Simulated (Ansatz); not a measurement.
Computed with Ansatz on PBE0-D4/def2-TZVP structures; ΔE is electronic, products minus reactants. CBS: MP2 limit from def2 TZ/QZ plus the TZ coupled-cluster correction, frozen cores. DFT in def2-TZVPP. B3LYP here is the variant with VWN-RPA as its local correlation; programs differ in this. HSE06 is defined as in plane-wave codes. For Ge outer-core shells are correlated without core-valence functions, which leaves a few kJ/mol of doubt a bond. Scalar relativity is left out up to krypton.

Consider the formal exchange of groups at the Al–C bond: `[AlH2][CH]([AlH2])[GeH3]` + `C=CF` → `F/C=[CH]/[AlH2]` + `[AlH2][CH2][GeH3]`.

```tsv
level	ΔE (kJ/mol)	difference from CCSD(T)/CBS
LDA (SPW92)	8.4	-3.7
PBE-D4	7.0	-5.1
BLYP-D4	2.8	-9.3
r2SCAN-D4	7.1	-5.0
B97M-V	3.6	-8.5
B3LYP-D4	4.8	-7.3
r2SCANh-D4	7.7	-4.4
r2SCAN0-D4	8.4	-3.7
HSE06-D4	8.8	-3.3
CAM-B3LYP-D4	4.0	-8.1
ωB97X-V	6.2	-5.9
ωB97M-V	7.3	-4.8
B2PLYP	2.9	-9.2
PBE-QIDH	8.8	-3.3
PBE	3.4	-8.7
revPBE	0.9	-11.2
BLYP	-3.8	-15.9
r2SCAN	6.2	-5.9
PBE0	5.5	-6.6
B3LYP	-1.1	-13.2
HSE06	5.5	-6.6
BHLYP	0.5	-11.6
CAM-B3LYP	0.3	-11.8
LC-ωPBE	7.2	-4.9
RPA@PBE/def2-TZVPP	8.8	-3.3
HF/def2-SVP	0.3	-11.8
MP2/def2-SVP	9.4	-2.7
CCSD/def2-SVP	10.5	-1.6
CCSD(T)/def2-SVP	11.5	-0.6
HF/def2-TZVPP	-0.5	-12.6
MP2/def2-TZVPP	9.7	-2.4
SCS-MP2/def2-TZVPP	8.3	-3.8
CCSD/def2-TZVPP	9.0	-3.1
CCSD(T)/def2-TZVPP	10.5	-1.6
HF/def2-QZVPP	-0.5	-12.6
MP2/def2-QZVPP	10.6	-1.5
SCS-MP2/def2-QZVPP	9.0	-3.1
HF/CBS(def2)	-0.5	-12.6
MP2/CBS(def2)	11.3	-0.8
CCSD/CBS(def2)	10.7	-1.4
CCSD(T)/CBS	12.1	0
```

Largest T1 diagnostic among the species: 0.012.

From BLYP to BHLYP (50 % exact exchange), in def2-TZVPP and without D4, ΔE moves by +4.3 kJ/mol. In def2-TZVPP, CCSD(T) changes the Hartree–Fock value by +11.0 kJ/mol (the triples alone add +1.4 kJ/mol) and MP2 by +10.2 kJ/mol.
